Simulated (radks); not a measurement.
Question: Species: In25+. Configuration: [Ar] 3d6. Calculated with a radial shooting solver on a logarithmic mesh with Libxc functionals: non-relativistic Kohn-Sham, LB94 model potential, spin-polarised, spherical densities, point nucleus; open shells are filled with parallel spins first (spin-orbit coupling, left out, can overturn this in heavy ions); relativity is left out, which matters for an element this heavy. Some entries of the table are withheld. Estimate them.

orbital,occ.,eigenvalue (hartree),<r^2> (bohr^2)
1s down,1,-1025.500,0.001286
1s up,1,-1025.487,0.001286
2s up,1,-180.8969,0.02091
2s down,1,-180.8717,0.02086
2p down,3,-171.6606,0.01570
2p up,3,-171.6500,0.01574
3s up,1,-59.25053,0.1353
3s down,1,-58.80782,0.1360
3p up,3,-55.55529,0.1279
3p down,3,-55.09761,0.1286
3d up,5,(1),0.1034
3d down,1,(2),0.1037

Answer: 
(1) 3d up eigenvalue (hartree): -49.03746
(2) 3d down eigenvalue (hartree): -48.59781
